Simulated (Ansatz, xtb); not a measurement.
# BFH4NSi+: which of two isomers lies lower

We compare X, `FB[NH+]=[SiH2]`, a singlet, with Y, `FB=[NH+][SiH3]`, a singlet. Both are isolated ions in the gas phase, relaxed with B3LYP-D3(BJ)/6-311G**; the shapes shown needn't be the lowest conformers.

X (Å):

```xyz
8

B    -2.2389   -0.0982   -0.9492
F    -3.0737   -0.5752   -0.0530
N    -0.8215   -0.0490   -0.5396
Si   -0.2053   -0.5357    0.9289
H    -2.5677    0.2736   -2.0175
H    -0.1817    0.3219   -1.2399
H     1.2404   -0.4028    1.1372
H    -1.1302   -1.0679    1.9312
```

Y (Å):

```csv
atom,x (Å),y (Å),z (Å)
B,-0.3452,-0.9548,-1.2194
F,-0.6737,-2.0943,-1.6099
N,0.0066,0.2170,-0.7439
Si,0.4212,0.5591,1.0524
H,0.0635,1.0102,-1.3841
H,-0.5707,1.5604,1.4691
H,0.2355,-0.7758,1.6478
H,1.8137,1.0285,1.0199
```

Quicker runs give these differences E(Y) − E(X): GFN2-xTB +19.8 kcal/mol; HF/STO-3G +3.7 kcal/mol (at GFN2-xTB geometries); r2SCAN-D4/def2-SVP +7.6 kcal/mol (at GFN2-xTB geometries).

Estimate E(Y) − E(X) at the level CCSD(T)/def2-TZVP.

Calculated at CCSD(T)/def2-TZVP: E(Y) − E(X) = +9.5 kcal/mol, so structure X lies lower.

Level by level:

```csv
level,geometry,E(Y) − E(X) (kcal/mol),departure from the last row (kcal/mol),"job, with rough time for the two"
GFN2-xTB,GFN2-xTB,+19.8,+10.3,"optimisation, 0.11 s"
HF/STO-3G,GFN2-xTB,+3.7,−5.8,"single point, 0.2 s"
r2SCAN-D4/def2-SVP,GFN2-xTB,+7.6,−1.9,"single point, 2.5 s"
B3LYP-D3(BJ)/6-311G**,B3LYP-D3(BJ)/6-311G**,+7.3,−2.2,"optimisation, 28 s"
HF/def2-TZVP,B3LYP-D3(BJ)/6-311G**,+8.8,−0.7,part of the CCSD(T) run
MP2/def2-TZVP,B3LYP-D3(BJ)/6-311G**,+9.4,−0.1,part of the CCSD(T) run
CCSD(T)/def2-TZVP,B3LYP-D3(BJ)/6-311G**,+9.5,,"single point, 47 s"
```

As drawn, Y has 1 B=N, 1 N–Si, 1 Si–H in place of 1 B–N, 1 N=Si, 1 B–H.

None of the levels shown reverses the order. The largest departure from CCSD(T)/def2-TZVP is that of GFN2-xTB, 10.3 kcal/mol.

With harmonic frequencies from B3LYP-D3(BJ)/6-311G** (ideal gas, rigid rotor, one conformer each, 298.15 K, 1 atm): on the last row, ΔE + ΔZPE = +8.4, ΔH = +8.6, ΔG = +8.0 kcal/mol.

The correlated steps freeze 8 core orbitals. Codes used: Ansatz 0.2.0, xtb 6.7.1; the last row on 2 threads of Arm Neoverse V2 on a shared host.
